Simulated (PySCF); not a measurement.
Simulated absorption spectrum

Compound: C5H7BO2.
SMILES: `C#CB(O)OC1CC1`

Method used: TDDFT B3LYP/def2-SVPD, vertical, gas phase, core orbitals frozen in the response (PySCF). The structure is a single PBE0-D3(BJ)/def2-SVP conformer in the gas phase; no vibrational or solvent corrections. Torsions of this conformer, `[CH:1]#[C:2][B:3]([OH:4])[O:5][CH:6]1[CH2:7][CH2:8]1`: C2–B3–O5–C6 0°, B3–O5–C6–C7 146°, H–O4–B3–C2 180°.

Broadening: Gaussians 0.25 eV wide at half height, area fixed by f = 4.319×10⁻⁹ ∫ε dν̃. The cross-section is σ = 3.8235×10⁻²¹ ε cm², given in Mb (10⁻¹⁸ cm²). The width is an assumption, not a result. The curve ends short of the highest state used, and states not computed would add to its high-energy end.

```csv
E (eV),σ (Mb)
5.21,0.00
5.27,0.00
5.33,0.00
5.39,0.00
5.45,0.00
5.51,0.01
5.57,0.07
5.63,0.43
5.69,1.96
5.74,5.47
5.80,13.99
5.86,26.01
5.92,35.17
5.98,34.75
6.04,25.68
6.10,15.91
6.16,11.48
6.22,11.55
6.28,11.66
6.34,9.26
6.39,6.06
6.45,2.74
6.51,0.91
6.57,0.27
6.63,0.17
6.69,0.22
6.75,0.28
6.81,0.26
6.87,0.18
6.93,0.11
```

**Question.** Locate the maxima and give the states behind the curve.

**Answer.** 208 nm (5.95 eV), ε about 9500, made up of S2 (100%); 198 nm (6.26 eV), ε about 3100, made up of S3 (96%); 183 nm (6.77 eV), ε about 73, made up of S5 (56%) and S6 (41%) (ε in L mol⁻¹ cm⁻¹; maxima over ε = 5, shares over 10%). The states used: S1 5.59 eV (f 0.0000); S2 5.95 eV (f 0.088); S3 6.27 eV (f 0.028); S4 6.63 eV (f 0.0000); S5 6.77 eV (f 0.0004); S6 6.78 eV (f 0.0003); S7 7.14 eV (f 0.0004); S8 7.39 eV (f 0.0012); S9 7.40 eV (f 0.032); S10 7.53 eV (f 0.012).

**Question.** On this curve, what absorbance would a 10⁻³ mol/L sample give at 193 nm over a 1 cm path?

**Answer.** 193 nm is 6.424 eV, where ε is about 1000 L mol⁻¹ cm⁻¹, so A = ε c l ≈ 1 (Beer–Lambert, with the gas-phase spectrum and the assumed width).

**Question.** What would ε be at 5.95 eV, the highest of these maxima, with half the width (0.125 eV)?

**Answer.** About 18900 L mol⁻¹ cm⁻¹ against 9510, a factor of about 1.99; a lone state at its own centre would give exactly 2.

**Question.** Coming from long wavelengths, where does ε first pass 100 L mol⁻¹ cm⁻¹?

**Answer.** At about 220 nm (5.63 eV), 0.04 eV above S1.

The vertical ionisation energy (ΔSCF) is 9.57 eV, 2.04 eV above S10.
